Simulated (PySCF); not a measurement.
## [Pm(PH3)]3+ at several levels of theory

Computed with PySCF 2.14.0 (density fitting, no spin-orbit coupling) at the geometry relaxed with PBE0:

```xyz
5
[Pm(PH3)]3+ (singlet in the valence; each metal's 4f electrons, 4 of them, lie in its core potential, out of spins and levels)
Pm    0.0000    0.0000   -0.4661
P     0.0000    0.0000    2.5110
H     1.3256    0.0000    3.0397
H    -0.6628    1.1480    3.0397
H    -0.6628   -1.1480    3.0397
```

```json
{"level": "PBE0", "basis": "Pm lcecp-1-SVP with ECP50, P def2-SVP, H def2-SVP", "state": "singlet", "HOMO (eV)": "-23.87", "gap (eV)": "4.50", "charge on Pm1 (e)": "2.33", "population of f-type functions on Pm1 (polarisation alone where 4f lies in the core)": "0.01", "dipole about the centre of mass (D)": "2.05", "largest force component (eV/Å)": "0.02"}
{"level": "B3LYP", "basis": "the same", "state": "singlet", "HOMO (eV)": "-23.65", "gap (eV)": "3.92", "charge on Pm1 (e)": "2.30", "population of f-type functions on Pm1 (polarisation alone where 4f lies in the core)": "0.01", "dipole about the centre of mass (D)": "2.13", "largest force component (eV/Å)": "0.15"}
{"level": "TPSS", "basis": "the same", "state": "singlet", "HOMO (eV)": "-22.96", "gap (eV)": "2.80", "charge on Pm1 (e)": "2.32", "population of f-type functions on Pm1 (polarisation alone where 4f lies in the core)": "0.01", "dipole about the centre of mass (D)": "2.22", "largest force component (eV/Å)": "0.17"}
```

In the lcecp rows the 4f levels are missing from HOMO and gap, and the state counts the valence alone.

Charges are Mulliken's, which hang on the basis. The relaxation used the grid (50, 194), these runs (75, 302) or, all-electron (x2c bases, spin-free X2C Hamiltonian), (99, 590).

Q: What does PBE0 with Pm lcecp-1-TZVP with ECP50, P def2-TZVP, H def2-TZVP give here?

A: state singlet, HOMO (eV) -23.76, gap (eV) 4.46, charge on Pm1 (e) 2.37, population of f-type functions on Pm1 (polarisation alone where 4f lies in the core) 0.01, dipole about the centre of mass (D) 2.21, largest force component (eV/Å) 0.17. Time: 4.7 s on 2 threads of Arm Neoverse V2, on a shared host, from free ions and atoms.

In the first row's basis the gap widens with exact exchange: 2.8 eV for TPSS (none); 3.9 to 4.5 eV for B3LYP, PBE0 (a fixed share).

An lcecp potential fixes the number of 4f electrons, so in runs with it no electron can move into or out of that shell.
